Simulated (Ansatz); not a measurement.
Si₆Ge⁻. Charge -1, multiplicity 2. Geometry PBE-D4/def2-SVPD.

```tsv
atom	x (Å)	y (Å)	z (Å)
Si1	1.099	-0.061	-0.294
Si2	1.296	1.809	-1.615
Si3	0.191	-2.305	0.610
Si4	-0.769	1.487	-0.666
Si5	-1.283	-0.536	0.661
Si6	2.369	-1.506	0.960
Ge7	-2.902	1.112	0.344
```

Another isomer (doublet) lies 1.40 eV lower at PBE0-D4/def2-TZVPD; other spin states weren't run for this one.

(1) Estimate the α-spin orbital energies around the gap (eV) in Ansatz with PBE-D4/def2-TZVPD, r2SCAN-D4/def2-TZVPD, B97M-V/def2-TZVPD, PBE0-D4/def2-TZVPD.

## Answers

(1) 
```
orbital  PBE-D4/def2-TZVPD  r2SCAN-D4/def2-TZVPD  B97M-V/def2-TZVPD  PBE0-D4/def2-TZVPD
 HOMO−9              -5.53                 -5.85              -5.86               -6.79
 HOMO−8              -4.45                 -4.72              -4.71               -5.58
 HOMO−7              -3.19                 -3.50              -3.43               -4.21
 HOMO−6              -3.04                 -3.32              -3.25               -4.00
 HOMO−5              -2.62                 -2.86              -2.84               -3.55
 HOMO−4              -2.49                 -2.74              -2.68               -3.39
 HOMO−3              -2.02                 -2.22              -2.21               -2.80
 HOMO−2              -1.47                 -1.66              -1.60               -2.20
 HOMO−1              -1.23                 -1.41              -1.34               -1.94
   HOMO              -0.57                 -0.79              -0.65               -1.31
   LUMO               0.23                  0.21               0.30                0.77
 LUMO+1               1.18                  1.29               1.29                1.80
 LUMO+2               1.32                  1.45               1.44                1.93
 LUMO+3               1.45                  1.55               1.57                2.06
 LUMO+4               1.52                  1.64               1.65                2.15
 LUMO+5               1.84                  2.07               2.03                2.50
 β HOMO              -1.13                 -1.29              -1.21               -1.78
 β LUMO              -0.09                 -0.01              -0.06                0.47
```
